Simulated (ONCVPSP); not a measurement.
**Cutoff test, Br (Z = 35), ONCV**

ONCVPSP 4.0.1 input, shortened (lines: element, Z, core and valence counts, functional; n l f; lmax; l rc ep ncon nbas qcut; lloc lpopt rc5 dvloc0; l nproj debl; icmod fcfact rcfact), PBE, scalar-relativistic:

```
  Br 35.00    3    5        4      upf
    1    0    2.00
    2    0    2.00
    2    1    6.00
    3    0    2.00
    3    1    6.00
    3    2   10.00
    4    0    2.00
    4    1    4.50
    2
    0    1.05    0.00    5    8   13.40
    1    0.95    0.00    4    7   15.70
    2    0.65    0.00    4    9   22.70
    4    5    0.50    0.00
    0    2    1.10
    1    2    1.00
    2    3    2.50
    3    3.00    1.30
```

In the d channel the program set the typed energies aside and used -2.649, 0.250, 2.750 Ha.

**Question.** For each optimised wave give the share of its norm inside rc, the residual kinetic energy above qcut (Ha) and the cutoffs (Ha) for errors of 10, 1, 0.1 and 0.01 mHa per electron.

**Answer.**

| wave | norm inside rc | residual KE | 10 mHa | 1 mHa | 0.1 mHa | 0.01 mHa |
| --- | --- | --- | --- | --- | --- | --- |
| 3s | 0.980 | 5.6e-06 | 50.6 | 66.2 | 77.5 | 87.1 |
| 4s | 0.127 | 6.7e-06 | 42.5 | 63.2 | 76.9 | 87.9 |
| 3p | 0.942 | 1.3e-07 | 64.0 | 79.8 | 93.8 | 105.1 |
| 4p | 0.048 | 2.4e-08 | 48.6 | 66.2 | 81.8 | 95.5 |
| 3d | 0.658 | 2.5e-05 | 187.0 | 217.4 | 241.1 | 406.5 |
| d projector 2 | 0.024 | 2.3e-06 | 139.9 | 183.7 | 216.8 | 242.1 |
| d projector 3 | 0.031 | 7.2e-06 | 154.9 | 197.2 | 229.1 | 254.0 |

The occupied waves need 217 Ha and 241 Ha for 1 and 0.1 mHa.
